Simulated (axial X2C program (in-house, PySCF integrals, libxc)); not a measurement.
**Low determinants of RuTe at the PBE0 level, with spin–orbit coupling**

Computed with an in-house relativistic program for diatomic molecules. Two-component (2c) means X2C with spin–orbit coupling and atomic mean-field two-electron Coulomb and Gaunt terms. Basis: Te dyall-cv3z [11s12p8d4f1g], Ru dyall-cv3z [12s12p8d5f3g] (cores contracted in-house); Gaussian nuclei, density fitting, unrestricted open shells. Masses: Te 129.906 u, Ru 101.904 u.

Search at 2.420 Å (vertical energies from the lowest determinant):

```csv
ΔE (eV),state,electrons beyond evenly filled partner blocks,"electrons in ±ω = 1/2, 3/2, 5/2, 7/2"
0.00,Ω = 4,"ω = 3/2, ω = 5/2",60 29 7 0
0.35,Ω = 2,"ω = -1/2, ω = 5/2",61 28 7 0
0.41,Ω = 3,"ω = 1/2, ω = 5/2",61 28 7 0
0.63,Ω = 2,"ω = 1/2, ω = 3/2",61 27 8 0
0.67,Ω = 2,"2 × ω = 1/2, ω = -3/2, ω = 5/2",60 29 7 0
0.77,Ω = 1,"ω = -3/2, ω = 5/2",60 29 7 0
0.81,Ω = 5,"2 × ω = 1/2, ω = 3/2, ω = 5/2",60 29 7 0
```

Lowest determinant, Ω = 4 (⟨Sz⟩ = 2.00, ⟨Lz⟩ = 2.00 at PBE0): Re = 2.411 Å, ωe = 277.8 cm⁻¹.

The determinant in row 2 of the search, Ω = 2 (⟨Sz⟩ = 1.98, ⟨Lz⟩ = 0.02 at PBE0), was followed along the bond at PBE0; measured from the minimum of the lowest determinant it gives:

Te = 0.346 eV (2792 cm⁻¹), Re = 2.405 Å, ωe = 279.1 cm⁻¹.

Q: Compare the bond of the determinant in row 2 with that of the lowest one.

A: At PBE0 its Re is 0.006 Å shorter and its force constant, which goes as ωe², is 1.01 times that of the lowest determinant. T0 ≈ Te + Δωe/2 = 2792 + (1) = 2793 cm⁻¹.

The search compares states at one distance, so a state with another bond length can lie lower; it is not exhaustive and yields mostly the lowest determinant of each block pattern, so other components and higher states of one pattern are missing. These are energies of single determinants, not of spin-adapted states; PBE0 term energies can be off by some tenths of an eV, and the functional has no current term. Open-shell Ω = 0 determinants with evenly filled partner blocks cannot be reached by this program, so the Ω shown need not be the lowest component. The lowest determinant need not be the ground state where others lie within half an eV.
